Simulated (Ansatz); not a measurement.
## Molecular dynamics of CH₄F₂O₂Si

Input file:

```yaml
crystal:
  periodic: [false, false, false]
  atoms:
    - { symbol: Si, position_ang: [-0.075141, -0.031789, 0.004605] }
    - { symbol: O, position_ang: [-0.191849, -0.659679, 1.648369] }
    - { symbol: C, position_ang: [-1.256343, -0.088448, 2.56026] }
    - { symbol: H, position_ang: [-2.142276, -0.803944, 2.700151] }
    - { symbol: H, position_ang: [-0.700052, 0.003578, 3.398317] }
    - { symbol: H, position_ang: [-1.512611, 0.909995, 2.254324] }
    - { symbol: F, position_ang: [1.530996, 0.066411, -0.191266] }
    - { symbol: O, position_ang: [-0.892476, 1.341115, -0.108519] }
    - { symbol: H, position_ang: [-1.675458, 1.710944, -0.412871] }
    - { symbol: F, position_ang: [-0.79455, -1.060907, -1.039855] }
basis:
  gaussian: { orbitals: "6-31G" }
hamiltonian:
  xc: pbe0
  dispersion: d4
md:
  timestep: 1.0
  n_steps: 100
  ensemble: nve
  temperature: 400.0
  initial_velocities: maxwell_boltzmann
  seed: 280611
```

Command:

```bash
$ ansatz run input.yaml --threads 1 --pin off --max-ram 2048MiB --backend cpu --events-out ev --progress --plain --runs-dir out
```

It goes on from the last frame of an earlier run, with new velocities.

Output, in part (step lines, the closing report, with atoms numbered from 0):

```
md step     0: t =     0.00 fs  T =   400.0 K  F+E_penalty+E_count = -18492.83549121 eV  E_kin = 0.413632 eV  conserved = -18492.42185922 eV  (26 SCF iters)
[... lines left out ...]
Total energy: -18492.97493990 eV, -679.6042940526 hartree
Atom 0 at    -0.144453    -0.014113     0.033093 Å, force     1.092224    -1.315958    -1.950036 eV/Å
Atom 1 at    -0.485140    -0.624395     1.495257 Å, force     0.177225     0.007909     2.334615 eV/Å
Atom 2 at    -1.009827    -0.223162     2.788680 Å, force     0.689589     0.117156     0.384065 eV/Å
Atom 3 at    -2.026728    -0.477573     2.715848 Å, force    -1.605320    -0.864287     0.389210 eV/Å
Atom 4 at    -0.523903    -0.745667     3.675463 Å, force    -0.299168     0.536317    -1.560427 eV/Å
Atom 5 at    -1.063309     0.866016     2.980568 Å, force     0.846822    -0.178895    -0.340252 eV/Å
Atom 6 at     1.555136     0.183265    -0.169036 Å, force    -1.521831    -0.429240     0.032668 eV/Å
Atom 7 at    -0.826327     1.445393    -0.328455 Å, force    -0.411843    -0.504711    -0.497395 eV/Å
Atom 8 at    -0.788580     2.263732     0.140446 Å, force     0.042907     0.982138     0.321617 eV/Å
Atom 9 at    -0.767165    -1.240812    -1.017883 Å, force     0.989393     1.649570     0.885935 eV/Å
Dipole moment:    -0.314798     0.661856     0.891558 e Å
```

The steps, from the saved trajectory:

```csv
time (fs),T (K),potential energy less start (eV),conserved less start (meV/atom)
0,400,0.000,0.00
3,461,-0.066,-0.31
6,644,-0.267,-1.45
9,593,-0.205,-0.55
12,687,-0.315,-1.85
15,367,0.033,-0.15
18,458,-0.075,-1.49
21,466,-0.072,-0.34
24,588,-0.195,-0.13
27,728,-0.353,-1.38
30,555,-0.163,-0.26
33,659,-0.284,-1.71
36,419,-0.020,-0.02
39,560,-0.180,-1.43
42,578,-0.190,-0.65
45,582,-0.191,-0.24
48,751,-0.382,-1.91
51,493,-0.096,0.06
54,626,-0.251,-1.74
57,421,-0.022,0.00
60,644,-0.268,-1.52
63,667,-0.283,-0.73
66,675,-0.291,-0.70
69,664,-0.290,-1.76
72,347,0.059,0.44
75,583,-0.207,-1.75
78,497,-0.103,-0.29
81,674,-0.295,-1.14
84,707,-0.327,-0.91
87,574,-0.185,-0.59
90,577,-0.199,-1.62
93,366,0.040,0.48
96,611,-0.235,-1.69
99,427,-0.029,-0.17
```

All steps were run. The conserved energy stayed within 2.3 meV per atom of its start (net change -1.4 meV per atom), so there is no drift, though single steps change it by up to 20 meV in the whole system, a sign of fast motions only just resolved. The kinetic energy rose, since the run started high on the potential surface and went downhill. A run of 0.1 ps of so small a system gives no equilibrium averages. Limits of this set-up: no polarisation functions.

The same pairs are bonded in the first frame and the last. Pairs count as bonded within 1.25 times the sum of covalent radii (0.12 Å more for H–H).

Last frame:

```xyz
10
Properties=species:S:1:pos:R:3
Si -0.144 -0.014 0.033
O -0.485 -0.624 1.495
C -1.010 -0.223 2.789
H -2.027 -0.478 2.716
H -0.524 -0.746 3.675
H -1.063 0.866 2.981
F 1.555 0.183 -0.169
O -0.826 1.445 -0.329
H -0.789 2.264 0.140
F -0.767 -1.241 -1.018
```

The run took 6.2 min on 1 thread of Arm Neoverse V1, with other jobs on the host, peak memory 0.14 GiB.
